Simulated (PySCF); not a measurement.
C2H5FZn, SMILES [Zn]([CH2]C)[F].

Coordinates come from a B3LYP-D3(BJ)/def2-SVP optimisation. The structure was generated by enumeration; whether it is a known compound was not checked. Other conformers were not sampled.

Two levels are set side by side: TDDFT-PBE/def2-SVPD (PySCF) and TDDFT-ωB97X/def2-SVPD (PySCF). Vertical, same geometry. The lowest singlet is HOMO→LUMO 87 % with PBE and HOMO→LUMO 87 % with the other functional; states are paired by order. Differences are taken from unrounded values.

```tsv
quantity	TDDFT-ωB97X
lowest singlet excitation (eV)	6.88
lowest triplet excitation (TDA) (eV)	5.94
first bright state (f over 0.05) (eV)	6.88
its oscillator strength	0.18
```

What does TDDFT-PBE give, and how far is it from TDDFT-ωB97X? (An estimate is asked for; the answer gives what the named calculation found.)


| quantity | TDDFT-PBE | TDDFT-PBE minus TDDFT-ωB97X |
|---|---|---|
| lowest singlet excitation (eV) | 6.08 | -0.80 |
| lowest triplet excitation (TDA) (eV) | 5.17 | -0.78 |
| first bright state (f over 0.05) (eV) | 6.08 | -0.80 |
| its oscillator strength | 0.15 | -0.04 |

Functionals without exact exchange tend to place singlet excitations lower, as here. Differences between two approximate levels are no errors against the true value.

Rough cost on one machine, each run with all the roots and properties that it gave: TDDFT-ωB97X against TDDFT-PBE about 6 times.
